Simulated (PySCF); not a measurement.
# 2p core levels of `O1[SiH2]O[SiH2]O[SiH2]1`

Compound: H₆O₃Si₃.
Atom-mapped SMILES: `[O:1]1[SiH2:2][O:3][SiH2:4][O:5][SiH2:6]1`

Level of theory: delta-SCF UKS SCAN, pcX-2 on the ionised atom, pcseg-1 elsewhere, spin-free X2C in PySCF. These are vertical core ionisation energies against the vacuum level, from separate self-consistent calculations with and without the core hole. The 2p values add to the ΔSCF energy of one spin-free hole a correction within the shell (spin–orbit coupling, ligand field). The splitting includes the ligand field, and 2p3/2 is the mean of two sublevels.

```tsv
atom	mean of the 2p shell (eV)	splitting (eV)
Si2/Si4/Si6	108.470	0.628
```

Q: Where do the two lines of each doublet lie?

A: 2p3/2 = mean − splitting/3 and 2p1/2 = mean + 2 × splitting/3:

| atom | environment | 2p3/2 (eV) | 2p1/2 (eV) |
| --- | --- | --- | --- |
| Si2/Si4/Si6 | oxygen-bound silicon | 108.26 | 108.89 |

Q: What are the 1s binding energies of the same atoms?

A: Si2/Si4/Si6 1848.34 eV.

Q: Which Kα1 and Kα2 emission energies and wavelengths follow?

A: The photon carries the difference of the 1s-hole and 2p-hole states, both at the ground state's geometry; λ = 12398.42 eV Å/E.

| atom | Kα1 (eV) | Kα2 (eV) | λ(Kα1) (Å) | λ(Kα2) (Å) |
| --- | --- | --- | --- | --- |
| Si2/Si4/Si6 | 1740.08 | 1739.45 | 7.1252 | 7.1278 |

Q: And the 1s levels of the other atoms?

A: O1/O3/O5 (siloxane oxygen) 538.15 eV.

The first atom of each set that the bonding makes equivalent was ionised and stands for the set. Isolated species at its PBE0-D3(BJ)/def2-SVP geometry, gas phase.

On one thread of an x86-64 server, shared host, this took 30 s of wall time.
